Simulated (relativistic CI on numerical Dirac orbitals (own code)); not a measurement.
**Radial parameters of Pb37+**

Calculated at this level of theory: Dirac-Coulomb-Breit CI, orbitals from a KLI potential per configuration, model QED (radiative potential, 1s self-energy scaled to tabulated hydrogen-like ionisation energies), unscaled Slater integrals (own radial code, finite nucleus).

Slater integrals F^k, G^k are unscaled and averaged over j, outside the closed core [Ar] 3d10; ζ comes from projecting the Hamiltonian with its Breit term on Σ l·s of the shell.

- 4s2.4p6.4d9: ζ(4d) = 94302 cm⁻¹; <r>(4d) = 0.3775, <r^2>(4d) = 0.163 (bohr units).
- 4s2.4p6.4d8.4f: F^2(4d,4d) = 265510, F^4(4d,4d) = 180600, ζ(4d) = 94213, F^2(4d,4f) = 267030, F^4(4d,4f) = 173690, G^1(4d,4f) = 273340, G^3(4d,4f) = 188900, G^5(4d,4f) = 138930, ζ(4f) = 17707 cm⁻¹; <r>(4d) = 0.3777, <r^2>(4d) = 0.1632, <r>(4f) = 0.3543, <r^2>(4f) = 0.1426 (bohr units).
- 4s2.4p5.4d10: ζ(4p) = 782370 cm⁻¹; <r>(4p) = 0.374, <r^2>(4p) = 0.1586 (bohr units).

(1) Give the Racah parameters of the d shell in 4s2.4p6.4d8.4f.

Averages of the first 10 configurations, taken without configuration mixing, which lowers the lowest level and can move excited configurations by several eV; other configurations of the list can lie among them:

```
    Configuration  Parity  States  Average energy above the lowest level (eV)
      4s2.4p6.4d9    even      10                                        13.5
   4s2.4p6.4d8.4f     odd     630                                       269.5
     4s2.4p5.4d10     odd       6                                       294.7
      4s.4p6.4d10    even       2                                       523.8
   4s2.4p5.4d9.4f    even     840                                       547.9
    4s.4p6.4d9.4f     odd     280                                       777.3
   4s2.4p6.4d8.5s    even      90                                       562.6
4s2.4p6.4d7.4f.5s     odd    3360                                       818.3
   4s2.4p6.4d8.5p     odd     270                                       657.5
   4s2.4p6.4d8.5d    even     450                                       774.2
```

## Answers

(1) B = F²/49 − 5F⁴/441 = 3371 cm⁻¹ and C = 35F⁴/441 = 14334 cm⁻¹.
